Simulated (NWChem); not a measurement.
Molecule: hexafluorodisilane (Si2F6); SMILES [Si]([Si](F)(F)F)(F)(F)F

```xyz
8

F      0.3886    -1.4468     1.7195
Si     0.0000     0.0000     1.1580
F      1.0587     1.0599     1.7195
F     -1.4473     0.3869     1.7195
Si     0.0000     0.0000    -1.1580
F      1.4496    -0.3781    -1.7195
F     -1.0522    -1.0663    -1.7195
F     -0.3974     1.4444    -1.7195
```
Atoms are numbered in this order, from 1.

Computed with NWChem. All runs use the structure optimised with PBE0/def2-SVP. Static field.

| level | isotropic polarisability (bohr³) | anisotropy (bohr³) |
|---|---|---|
| PBE/aug-cc-pVDZ | 49.6 | 8.1 |
| B3LYP/aug-cc-pVDZ | ? | ? |
| BHandHLYP/aug-cc-pVDZ | 42.7 | 5.3 |

Q: Complete the blanks.

A: 
- B3LYP/aug-cc-pVDZ, isotropic polarisability (bohr³): 46.3
- B3LYP/aug-cc-pVDZ, anisotropy (bohr³): 6.8
